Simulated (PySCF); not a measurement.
## Löwdin shares of the frontier orbitals

Species: Ge(SiH3)2H2.
Structure used (PBE0-D3(BJ)/def2-SVP), in Å, numbered top down from 1:
```xyz
11
GeH8Si2 angstrom
Ge    -0.8003    0.0079   -0.5754
Si    -0.8242   -0.0339    1.8069
H     -0.1906   -1.3002    2.2873
H     -2.2191    0.0422    2.3385
H     -0.0404    1.1246    2.3354
Si     1.4455    0.0104   -1.3675
H      2.1305   -1.2436   -0.9268
H      2.1785    1.1814   -0.7955
H      1.4946    0.0902   -2.8595
H     -1.5355    1.2638   -1.0868
H     -1.5411   -1.2284   -1.1256
```

Method: TDDFT CAM-B3LYP/def2-SVPD, vertical, gas phase, core orbitals frozen in the response (PySCF 2.14.0, density-fitted response routines). The CAM-B3LYP/def2-SVPD calculation is non-relativistic and has no spin–orbit coupling, an omission that weighs most on germanium.

Kohn–Sham orbitals with the atoms that hold most of them (Löwdin shares over 4%, at most four atoms; ? is withheld):

```json
{"orbital": "LUMO+2", "ε (eV)": "1.05", "atoms": "Si2 22%, Si6 22%, Ge1 18%, H11 6%"}
{"orbital": "LUMO+1", "ε (eV)": "0.84", "atoms": "Si2 23%, Si6 23%, Ge1 18%, H4 9%"}
{"orbital": "LUMO", "ε (eV)": "?", "atoms": "?"}
{"orbital": "HOMO", "ε (eV)": "-9.13", "atoms": "Ge1 33%, Si6 22%, Si2 22%, H9 5%"}
{"orbital": "HOMO-1", "ε (eV)": "-9.86", "atoms": "?"}
{"orbital": "HOMO-2", "ε (eV)": "-10.67", "atoms": "Ge1 29%, H11 17%, H10 16%, Si6 9%"}
{"orbital": "HOMO-3", "ε (eV)": "-11.25", "atoms": "Si6 22%, Si2 22%, H8 15%, H5 14%"}
```

Task: Give the leading atoms of the LUMO.

Result: Ge1 (bonded to 2 Si and 2 H) 27%; Si2 (bonded to Ge and 3 H) 16%; Si6 (bonded to Ge and 3 H) 16%; H11 (bonded to Ge) 8%. By element: silicon 32%, germanium 27%, hydrogen 8% or more.

Task: Which atoms hold the HOMO-1, and with what shares?

Result: Ge1 (bonded to 2 Si and 2 H) 34%; Si2 (bonded to Ge and 3 H) 15%; Si6 (bonded to Ge and 3 H) 15%; H10 (bonded to Ge) 10%. By element: germanium 34%, silicon 30%, hydrogen 10% or more.

Task: What is the LUMO energy, and the HOMO–LUMO gap?

Result: ε(LUMO) = 0.71 eV; the gap is 9.83 eV (0.3613 hartree).

Task: How does S1 compare with the orbital gap of 9.83 eV?

Result: S1 is at 6.96 eV (f = 0.016), 2.87 eV below the gap, made of HOMO→LUMO+1 (77%). Its leading pair isn't HOMO and LUMO; the energies of that pair differ by 9.97 eV. Without the coupling terms of the response equations the lowest excitation would equal the gap.

Task: One configuration dominates each of S1, S2 and S8. Which, and how do the shares of the two leading atoms of either orbital change from the occupied to the empty one?

Result: 
- S1 (6.96 eV, f 0.016), HOMO→LUMO+1 (77%): Ge1 33% → 18%, Si6 22% → 23%, Si2 22% → 23%
- S2 (7.05 eV, f 0.308), HOMO→LUMO (72%): Ge1 33% → 27%, Si6 22% → 16%, Si2 22% → 16%
- S8 (7.72 eV, f 0.197), HOMO-1→LUMO (82%): Ge1 34% → 27%, Si2 15% → 16%

On one thread, Arm Neoverse V2 (aarch64), shared host with 32 logical CPUs at a one-minute load of 19, this took 23 s (grids of density and orbitals included) and 0.69 GiB of memory at its peak.

Without π bonds the low states are Rydberg-like; a valence basis with one diffuse set may place them up to an eV too high.
